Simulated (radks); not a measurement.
Charge is removed step by step from the 2s down level of the fluorine ion F+, starting from [He] 2s(up 1, down 1) 2p4. Calculated with a radial shooting solver on a logarithmic mesh with Libxc functionals: non-relativistic Kohn-Sham, LDA (Slater exchange, Perdew-Wang correlation), spin-polarised, spherical densities, point nucleus; open shells are filled with parallel spins first.

removed (e)	E - E(0) (eV)	eigenvalue (eV)	E minus straight line (eV)
0	0.000	-44.753	0.000
0.1	4.563	-46.514	-0.809
0.2	9.303	-48.289	-1.441
0.3	14.221	-50.078	-1.895
0.4	19.319	-51.878	-2.170
0.5	24.597	-53.688	-2.264
0.6	30.057	-55.507	-2.177
0.7	35.699	-57.332	-1.907
0.8	41.524	-59.163	-1.455
0.9	47.532	-60.996	-0.819
1	53.723	-62.829	0.000

Removing the whole electron costs 53.723 eV by Delta-SCF, against 44.753 eV from minus the eigenvalue at the starting occupation. Slater's transition state (half an electron removed) gives 53.688 eV. Integrating minus the eigenvalue over the occupation (Janak's theorem) gives 53.723 eV. The mean slope of the eigenvalue, de/dn, is 18.1 eV per electron.
